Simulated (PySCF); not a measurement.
Be(I)(NH2) (BeH2IN), SMILES [NH2][Be][I]. Coordinates come from a B3LYP-D3(BJ)/def2-TZVP optimisation. The def2 effective core potentials stand for the cores of I; spin–orbit coupling is left out. One conformer was computed; it need not be the lowest.

Problem. Give the equilibrium geometry at B3LYP-D3(BJ)/def2-TZVP (PySCF confirms it by a frequency run) as Cartesian coordinates in Å, and its point group. (Estimate from the structure and the level; the computed values follow.)

Solution. This is not unique; one that fits is point group C2v.
```xyz
5

Be     0.0000     0.0000     1.5359
I      0.0000     0.0000    -0.6525
N      0.0000     0.0000     3.0312
H      0.0000     0.8253     3.6095
H      0.0000    -0.8253     3.6095
```
